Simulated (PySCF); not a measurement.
**An excited-state table with gaps**

Compound: C6H11NSi.
SMILES: `N#C[C@H]1CCCC[SiH2]1`

Method used: TDDFT B3LYP/def2-SVPD, vertical, gas phase, core orbitals frozen in the response (PySCF). The structure is a single PBE0-D3(BJ)/def2-SVP conformer in the gas phase; no vibrational or solvent corrections.

Lowest singlets, with some entries withheld (?).

| state | E (eV) | f | main configurations (H = HOMO, L = LUMO) |
| --- | --- | --- | --- |
| S1 | 6.95 | ? | H→L (62%), H→L+3 (13%), H→L+2 (12%) |
| S2 | 7.21 | ? | H→L+1 (35%), H→L+2 (29%), H→L (19%) |
| S3 | 7.32 | ? | H→L+1 (51%), H→L+2 (20%), H→L (12%) |
| S4 | 7.45 | ? | H→L+3 (52%), H→L+2 (26%) |
| S5 | 7.58 | ? | H-1→L+1 (52%), H-1→L+2 (14%) |
| S6 | 7.71 | ? | H-1→L (87%) |

Fill in the withheld entries.

- S1: f = 0.0012
- S2: f = 0.027
- S3: f = 0.019
- S4: f = 0.0067
- S5: f = 0.015
- S6: f = 0.019

Which level carries the most intensity, and what share of the listed sum of f?

S2, with f = 0.027 of 0.087, 31%.

How far apart are S5 and S6, in eV and cm⁻¹?

7.707 − 7.579 = 0.128 eV, or about 1030 cm⁻¹.

What is the mean static polarisability from the same response equations?

97.2 au (14.41 Å³), with principal values 90.2, 97.7 and 103.8 au.

On one thread of an Intel Xeon 6975P-C (shared host), this took 48 s (grids of density and orbitals included) and 1.0 GiB of memory at its peak.
